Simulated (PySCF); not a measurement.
lithium hydride (HLi), singlet, geometry from GFN2-xTB (such geometries of metal compounds can be far from the true shape); PySCF with BHANDHLYP/def2-SVP, TDA triplets.

The PySCF input:
```python
from pyscf import gto, scf, dft, tdscf

mol = gto.Mole()
mol.atom = '''
    Li   -0.00000000   -0.00000000   -0.34356182
    H     0.00000000    0.00000000    1.03068545
'''
mol.basis = 'def2-svp'
mol.verbose = 4
mol.build()

mf = dft.RKS(mol)
mf.xc = 'bhandhlyp'
mf.kernel()
td = mf.TDA()
td.nstates = 5
td.singlet = False
td.kernel()
td.analyze()
```

**Question.** What does PySCF print? Leave out banner, timings and long lists.

**Answer.** 
```
PySCF version 2.14.0

[INPUT] verbose = 4
[INPUT] num. atoms = 2
[INPUT] num. electrons = 4
[INPUT] charge = 0
[INPUT] spin (= nelec alpha-beta = 2S) = 0
[INPUT] symmetry False subgroup None
[INPUT] Mole.unit = angstrom
[INPUT] Symbol           X                Y                Z      unit          X                Y                Z       unit  Magmom
[INPUT]  1 Li     0.000000000000   0.000000000000  -0.343561820000 AA    0.000000000000   0.000000000000  -0.649237746657 Bohr   0.0
[INPUT]  2 H      0.000000000000   0.000000000000   1.030685450000 AA    0.000000000000   0.000000000000   1.947713221074 Bohr   0.0

nuclear repulsion = 1.15520086334972
number of shells = 8
number of NR pGTOs = 23
number of NR cGTOs = 14
basis = def2-svp
ecp = {}

******** <class 'pyscf.dft.rks.RKS'> ********
method = RKS
initial guess = minao
damping factor = 0
level_shift factor = 0
DIIS = <class 'pyscf.scf.diis.CDIIS'>
diis_start_cycle = 1
diis_space = 8
diis_damp = 0
SCF conv_tol = 1e-09
SCF conv_tol_grad = None
SCF max_cycles = 50
direct_scf = True
direct_scf_tol = 1e-13
XC library pyscf.dft.libxc version 7.1.2
    S. Lehtola, C. Steigemann, M. J. T. Oliveira, and M. A. L. Marques,  SoftwareX 7, 1–5 (2018)
XC functionals = bhandhlyp
    A. D. Becke,  J. Chem. Phys. 98, 1372 (1993)
    Defined through Gaussian implementation.
radial grids:
    Treutler-Ahlrichs [JCP 102, 346 (1995); DOI:10.1063/1.469408] (M4) radial grids

becke partition: Becke, JCP 88, 2547 (1988); DOI:10.1063/1.454033
pruning grids: <function nwchem_prune>
grids dens level: 3
symmetrized grids: False
atomic radii adjust function: <function treutler_atomic_radii_adjust>
small_rho_cutoff = 0
Set gradient conv threshold to 3.16228e-05
Initial guess from minao.
tot grids = 23536
init E= -7.90049111065291
  HOMO = -0.322345822160644  LUMO = -0.0577195821499614  gap/eV = 7.20085
cycle= 1 E= -8.04460184944046  delta_E= -0.144  |g|= 0.161  |ddm|= 0.896
  HOMO = -0.204303094100053  LUMO = -0.0165872332227812  gap/eV = 5.10801
cycle= 2 E= -8.05691750304648  delta_E= -0.0123  |g|= 0.0306  |ddm|= 0.365
  HOMO = -0.245683302326711  LUMO = -0.0185298212099296  gap/eV = 6.18116
cycle= 3 E= -8.05754682503571  delta_E= -0.000629  |g|= 0.00336  |ddm|= 0.0499
  HOMO = -0.243648631472428  LUMO = -0.0169990893750815  gap/eV = 6.16745
cycle= 4 E= -8.05756386026722  delta_E= -1.7e-05  |g|= 0.000633  |ddm|= 0.014
  HOMO = -0.243284022035037  LUMO = -0.0167737775073606  gap/eV = 6.16366
cycle= 5 E= -8.05756487604527  delta_E= -1.02e-06  |g|= 7.79e-05  |ddm|= 0.00326
  HOMO = -0.243247824538438  LUMO = -0.016754777325835  gap/eV = 6.16319
cycle= 6 E= -8.05756489069016  delta_E= -1.46e-08  |g|= 4.75e-06  |ddm|= 0.000511
  HOMO = -0.243248081985405  LUMO = -0.0167547520129394  gap/eV = 6.16320
cycle= 7 E= -8.05756489072494  delta_E= -3.48e-11  |g|= 2.28e-07  |ddm|= 5.29e-05
  HOMO = -0.24324810305852  LUMO = -0.0167550548188766  gap/eV = 6.16319
Extra cycle  E= -8.057564890725  delta_E= -6.04e-14  |g|= 4.43e-08  |ddm|= 1.07e-06
converged SCF energy = -8.057564890725

******** <class 'pyscf.tdscf.rks.TDA'> for <class 'pyscf.dft.rks.RKS'> ********
nstates = 5 triplet
deg_eia_thresh = 1.000e-03
wfnsym = None
conv_tol = 1e-05
eigh lindep = 1e-12
eigh level_shift = 0
eigh max_cycle = 100

Excitation energies (eV)
[3.25674659 4.74157193 4.74157193 6.17965042 8.2130928 ]

** Triplet excitation energies and oscillator strengths **
Excited State   1:      3.25675 eV    380.70 nm  f=0.0000
       2 -> 3         0.68883
       2 -> 6         0.11121
       2 -> 7         0.10411
Excited State   2:      4.74157 eV    261.48 nm  f=0.0000
       2 -> 4         0.70242
Excited State   3:      4.74157 eV    261.48 nm  f=0.0000
       2 -> 5        -0.70242
Excited State   4:      6.17965 eV    200.63 nm  f=0.0000
       2 -> 3        -0.10555
       2 -> 6         0.69779
Excited State   5:      8.21309 eV    150.96 nm  f=0.0000
       2 -> 3         0.11113
       2 -> 7        -0.69519

** Transition electric dipole moments (AU) **
state          X           Y           Z        Dip. S.      Osc.
  1         0.0000      0.0000      0.0000      0.0000      0.0000
  2         0.0000      0.0000      0.0000      0.0000      0.0000
  3         0.0000      0.0000      0.0000      0.0000      0.0000
  4         0.0000      0.0000      0.0000      0.0000      0.0000
  5         0.0000      0.0000      0.0000      0.0000      0.0000

** Transition velocity dipole moments (imaginary part, AU) **
state          X           Y           Z        Dip. S.      Osc.
  1        -0.0000     -0.0000     -0.0000      0.0000      0.0000
  2        -0.0000     -0.0000     -0.0000      0.0000      0.0000
  3        -0.0000     -0.0000     -0.0000      0.0000      0.0000
  4        -0.0000     -0.0000     -0.0000      0.0000      0.0000
  5        -0.0000     -0.0000     -0.0000      0.0000      0.0000

** Transition magnetic dipole moments (imaginary part, AU) **
state          X           Y           Z
  1        -0.0000     -0.0000     -0.0000
  2        -0.0000     -0.0000     -0.0000
  3        -0.0000     -0.0000     -0.0000
  4        -0.0000     -0.0000     -0.0000
  5        -0.0000     -0.0000     -0.0000
```
